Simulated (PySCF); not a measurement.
# Al: excitation energy

Al [Ne] 3s2 3p1 (2P) → Al [Ne] 3s1 3p2 (4P), as a difference of total energies. All numbers are calculated (PySCF 2.14, the non-relativistic Hamiltonian (point nucleus), in aug-cc-pV(T+d)Z with one added diffuse shell each of s, p, d, f type (7s6p5d3f, 71 functions)). Correlated levels: valence: [Ne] frozen. The calculations carry no spin-orbit coupling.

```json
{"method": "UHF", "excitation energy (cm⁻¹)": "19436"}
{"method": "MP2 (valence)", "excitation energy (cm⁻¹)": "25354"}
{"method": "SCS-MP2 (valence)", "excitation energy (cm⁻¹)": "27793"}
{"method": "CCSD (valence)", "excitation energy (cm⁻¹)": "27506"}
{"method": "CCSD(T) (valence)", "excitation energy (cm⁻¹)": "27735"}
```

Errors of the correlated levels include the incompleteness of this basis and the frozen core.

For comparison: 29022 cm⁻¹ (measured; NIST levels, between the centres of gravity of the two terms).
